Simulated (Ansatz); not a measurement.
CH5AsGa (SMILES [CH3][Ga+][AsH2]), charge +1, singlet, geometry from GFN2-xTB (such geometries of metal compounds can be far from the true shape). Base run: BLYP/6-31G (Ansatz, a quantum-chemistry and plane-wave program).

Input for Ansatz:
Ansatz 0.2 input:
```yaml
crystal:
  periodic: [false, false, false]
  atoms:
    - {symbol: Ga, position_ang: [-0.26480194, 0.69918643, -0.52061264]}
    - {symbol: C, position_ang: [-0.83543884, 2.30076768, -1.71543877]}
    - {symbol: H, position_ang: [-1.70711157, 2.79755934, -1.27679112]}
    - {symbol: H, position_ang: [-1.09230900, 1.94070960, -2.71727407]}
    - {symbol: H, position_ang: [-0.01152453, 3.01875020, -1.79098556]}
    - {symbol: As, position_ang: [0.51746235, -1.22006838, 0.91834543]}
    - {symbol: H, position_ang: [-0.39845149, -2.08947204, 0.08418954]}
    - {symbol: H, position_ang: [-0.64536779, -0.88467631, 1.82708655]}
basis:
  gaussian:
    orbitals: 6-31G
hamiltonian:
  xc: blyp
total_charge: 1
```

Each row names what was changed in the base input (with any setting that the change needs).

```json
[
 {"change": "base", "ΔE vs base (mEh)": "0.000"},
 {"change": "final_grid = 14, 28, 59", "ΔE vs base (mEh)": "0.000"},
 {"change": "point_charge = charge:0.5 position_ang:-3.2179, -2.2447, -5.0767", "ΔE vs base (mEh)": "41.527"},
 {"change": "final_grid = 6, 12, 29", "ΔE vs base (mEh)": "0.000"},
 {"change": "accuracy = high", "ΔE vs base (mEh)": "0.008"},
 {"change": "fitting.mean_field = def2-universal-JKFIT", "ΔE vs base (mEh)": "___"},
 {"change": "lower_state_search = light", "ΔE vs base (mEh)": "0.000"},
 {"change": "point_charge = charge:1.0 position_ang:2.3037, 3.6815, 3.7935", "ΔE vs base (mEh)": "86.436"},
 {"change": "lower_state_search = off", "ΔE vs base (mEh)": "0.000"},
 {"change": "final_grid = 10, 20, 41", "ΔE vs base (mEh)": "0.000"},
 {"change": "lower_state_search = full", "ΔE vs base (mEh)": "0.000"}
]
```

Task: What belongs in the gaps?

Result: 
- fitting.mean_field = def2-universal-JKFIT, ΔE vs base (mEh): -0.065
